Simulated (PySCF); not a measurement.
Some computed properties have been withheld. Give your best values.

CH₄B₃BrO₃.
Bonds: C1–B2, B2–O3, O3–B4, B4–O5, O5–B6, B6–Br7, B6–O8, B2–O8. Hydrogens: H9, H10, H11 on C1; H12 on B4.

```tsv
property	level	value
rotational constants A, B, C	PBE0-D3(BJ)/def2-SVP	?
dipole moment	CAM-B3LYP/def2-SVPD	?
HOMO energy	CAM-B3LYP/def2-SVPD	-9.88 eV
LUMO energy	CAM-B3LYP/def2-SVPD	?
lowest singlet excitation	TDDFT CAM-B3LYP/def2-SVPD	6.78 eV (183 nm, f = 0.000)
strongest line among the 6 lowest singlet transitions	TDDFT CAM-B3LYP/def2-SVPD	S2 at 7.45 eV (166 nm, f = 0.234)
static isotropic polarisability	CAM-B3LYP/def2-SVPD	77.4 au
electronic spatial extent ⟨r²⟩ about the centre of nuclear charge	CAM-B3LYP/def2-SVPD	?
```

Gas-phase values; electronic properties from PySCF, density fitting. Isolated species at its PBE0-D3(BJ)/def2-SVP geometry, gas phase. The calculation is non-relativistic and has no spin–orbit coupling, an omission that weighs most on bromine.

Task: Give the electronic spatial extent ⟨r²⟩ about the centre of nuclear charge.

Result: 1633 bohr².

Task: What are the rotational constants A, B, C?

Result: 3.233, 0.753, 0.613 GHz.

Task: The LUMO energy?

Result: 0.42 eV.

Task: The dipole moment?

Result: 1.78 D.

The dipole equals about 5.9 × 10⁻³⁰ C·m (1 D = 3.33564 × 10⁻³⁰ C·m). No computed singlet falls in the visible range (750 to 380 nm, 1.65 to 3.26 eV); S1 lies 3.52 eV above its blue end. The principal polarisabilities are 58.3, 78.3 and 95.6 au; their mean is the isotropic value. The largest Löwdin shares of the HOMO are 0.86 on Br7 and 0.08 on B6.
